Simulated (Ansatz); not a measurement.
Cartesian coordinates in Å:
```
C -0.026 -1.796 -0.443
C -0.013 -0.620 -0.159
Al 0.039 1.208 0.334
F -0.689 2.290 -0.669
H -0.040 -2.832 -0.697
H 0.728 1.749 1.634
```

Charge 0, multiplicity 1.

List the ωB97M-V/def2-TZVPP orbital energies in eV (Ansatz). (Estimate.)

The calculation gave: Occupied: -1532.80, -676.67, -281.91, -281.23, -117.39, -77.07, -76.90, -76.85, -34.83, -23.80, -18.03, -16.05, -14.48, -14.25, -14.10, -11.85, -10.91, -10.79. Lowest empty: 0.15, 1.51, 2.04, 2.93, 3.03, 3.45, 4.00, 4.90.
